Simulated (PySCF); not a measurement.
C2H7F2NSi, SMILES N[SiH2]CC(F)F.

Geometry: B3LYP-D3(BJ)/def2-SVP. This is a generated structure with no PubChem entry under its InChIKey; it may be hypothetical. The values are those of a single conformer.

Two levels are set side by side: TDDFT-PBE/def2-SVPD (PySCF) and TDDFT-ωB97X/def2-SVPD (PySCF). Vertical, same geometry. The lowest singlet is HOMO→LUMO 99 % with PBE and HOMO→LUMO 87 % with the other functional; states are paired by order. Differences are taken from unrounded values.

```
quantity                              TDDFT-ωB97X
------------------------------------  -----------
lowest singlet excitation (eV)               6.69
lowest triplet excitation (TDA) (eV)         6.42
```

Q: What does TDDFT-PBE give, and how far is it from TDDFT-ωB97X? (The exact figures need the calculation; the answer reports its results.)

A: 
| quantity | TDDFT-PBE | TDDFT-PBE minus TDDFT-ωB97X |
|---|---|---|
| lowest singlet excitation (eV) | 5.64 | -1.05 |
| lowest triplet excitation (TDA) (eV) | 5.33 | -1.09 |

A lower first singlet is the usual sign of a functional without exact exchange. Differences between two approximate levels are no errors against the true value.

Rough cost on one machine, each run with all the roots and properties that it gave: TDDFT-ωB97X against TDDFT-PBE about 7 times.
